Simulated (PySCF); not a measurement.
From a computed spectrum to the compound

A species of 3 atoms with charge -1 has these harmonic modes (PBE0, small Gaussian bases with core potentials, PySCF 2.14.0):

| cm⁻¹ | km/mol | symmetry |
| --- | --- | --- |
| 118 | 12.2 | a' |
| 238 | 41.9 | a' |
| 665 | 231.2 | a' |

Q: Which species is it, and in which structure?

A: [YbOCl]− (singlet):
```xyz
3

Yb    0.2394    0.0000   -0.2751
O     1.8308    0.0000    0.7521
Cl   -2.0284    0.0000    1.0246
```
Ideal gas at 298.15 K and 1 bar: S = 307.8 J/(mol K), Cp = 52.6 J/(mol K), H − H(0 K) = 13.4 kJ/mol (rigid rotor, harmonic modes, spin degeneracy alone). 
 Other answers can fit too; this one was computed.
